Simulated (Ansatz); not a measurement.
CH7NSiTe (`C[SiH](N)[TeH]`). The species carries charge 0 and has multiplicity 1. Te: def2 effective core potential. The structure was optimised at the PBE0-D4/def2-TZVP level. It is one conformer, not always the lowest.

```xyz
11

C     1.302   -0.725   -0.341
Si   -0.361   -0.068    0.177
N    -1.058    0.721   -1.175
Te   -0.241    1.684    1.965
H     1.947    0.082   -0.693
H     1.194   -1.462   -1.143
H     1.794   -1.214    0.502
H    -1.161   -1.176    0.776
H    -1.941    1.199   -1.102
H    -0.886    0.386   -2.109
H    -0.589    0.574    3.145
```

Question: What is the dipole moment at ωB97M-V/def2-TZVPP? (Estimate.)

Answer: The calculation gave: 2.23 D, with components (-0.26, -1.03, -1.96) D in this frame, pointing from negative to positive charge.

Question: And with PBE, r2SCAN, B3LYP? (Best estimate.)

Answer: Ansatz gave: PBE 2.12 D, r2SCAN 2.19 D, B3LYP 2.15 D.

Question: Give the Mulliken charges with ωB97M-V, r2SCAN, PBE in def2-TZVPP. (Estimate.)

Answer: The calculation gave: 
```tsv
atom	ωB97M-V	r2SCAN	PBE
C1	-0.44	-0.30	-0.36
Si2	0.38	0.45	0.33
N3	-0.36	-0.45	-0.39
Te4	-0.12	-0.12	-0.10
H5	0.13	0.08	0.11
H6	0.12	0.07	0.10
H7	0.12	0.08	0.11
H8	-0.06	-0.12	-0.10
H9	0.12	0.16	0.16
H10	0.11	0.15	0.14
H11	0.00	-0.01	-0.01
```

B3LYP here is the variant with VWN-RPA as its local correlation; programs differ in this.
